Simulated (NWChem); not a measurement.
System: C3H6NO, doublet; SMILES [C](N(C)C)=O

The following NWChem deck was run.

```
start job
memory heap 200 mb stack 900 mb global 1100 mb
geometry units angstroms noautosym nocenter noautoz
  C      0.913992    -1.488813    -0.000007
  N      0.060527    -0.327058     0.000200
  C     -1.374601    -0.534981    -0.000115
  C      0.579917     0.905173     0.000090
  O      0.042108     1.972099     0.000035
  H      1.962143    -1.163348     0.000724
  H      0.735943    -2.112547     0.892807
  H      0.736932    -2.111626    -0.893672
  H     -1.870504     0.443783     0.001362
  H     -1.689549    -1.097320    -0.895225
  H     -1.689399    -1.099864     0.893432
end
basis spherical
  C library def2-tzvp
  N library def2-tzvp
  O library def2-tzvp
  H library def2-tzvp
end
dft
  odft
  mult 2
  xc b3lyp
  iterations 150
  semidirect filesize 400000000
end
cosmo
  do_cosmo_smd true
  solvent water
end
task dft energy
```

The geometry was optimised at PBE0/def2-SVP, spin-unrestricted. No stability test was run on the SCF state. B3LYP is NWChem's, with the RPA form of VWN correlation. Solvent: water.

Solvent water, SMD (1 M gas to 1 M solution), gas-phase geometry. Reactions with the solvent are ignored.

Problem. What results follow from this input? (B3LYP/def2-TZVP, spin-unrestricted, SMD on the gas-phase geometry.) Quantities: basis functions; solvation free energy (kcal/mol); cavity-dispersion-structure term (kcal/mol); dipole in solution (D).

Solution. 
```json
{
 "number_of_basis_functions": "191",
 "solvation free energy (kcal/mol)": "-1.6",
 "cavity-dispersion-structure term (kcal/mol)": "5.6",
 "dipole in solution (D)": "5.39"
}
```
